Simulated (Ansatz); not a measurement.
Born–Oppenheimer molecular dynamics of ClH7Si3 (11 atoms, charge 0, multiplicity 1). It goes on from the last frame of an earlier run, with new velocities.

Method: RKS B3LYP-D4/6-31G in Ansatz 0.2.0.

```
ensemble        : NVT, Langevin thermostat
time step       : 0.5 fs
steps asked     : 250
set temperature : 500 K
friction        : 0.02 /fs
seed            : 259871
```

First frame:

```xyz
11
Properties=species:S:1:pos:R:3
Si -0.123 0.041 0.034
H 0.261 -0.353 1.420
Cl 1.957 0.146 -0.786
Si -1.079 2.092 -0.596
H -2.038 2.452 0.534
H -0.166 3.159 -0.838
H -1.846 1.820 -1.899
Si -0.890 -2.120 -0.931
H -2.055 -2.616 -0.063
H -1.229 -2.107 -2.400
H 0.313 -2.916 -0.747
```

(1) How far do the bonds stretch over the last three quarters of this one trajectory? (Pairs bonded in most of those frames.)

## Answers

(1) 
| bond | mean (Å) | spread (Å) | shortest | longest |
| --- | --- | --- | --- | --- |
| Si1–H2 | 1.506 | 0.032 | 1.45 | 1.59 |
| Si1–Cl3 | 2.258 | 0.024 | 2.23 | 2.32 |
| Si1–Si4 | 2.423 | 0.058 | 2.31 | 2.52 |
| Si1–Si8 | 2.392 | 0.023 | 2.37 | 2.48 |
| Si4–H5 | 1.510 | 0.036 | 1.44 | 1.58 |
| Si4–H6 | 1.528 | 0.103 | 1.34 | 1.73 |
| Si4–H7 | 1.505 | 0.033 | 1.44 | 1.57 |
| Si8–H9 | 1.510 | 0.029 | 1.44 | 1.58 |
| Si8–H10 | 1.503 | 0.034 | 1.44 | 1.57 |
| Si8–H11 | 1.506 | 0.039 | 1.43 | 1.58 |

Mean temperature of the second half: 407 K. The mean temperature of the second half is 19 % below the set value. A run of 0.12 ps of so small a system gives no equilibrium averages. Limits of this set-up: no polarisation functions.

Run time: 15 min on 1 thread of Arm Neoverse V2 (shared host), peak memory 0.16 GiB.
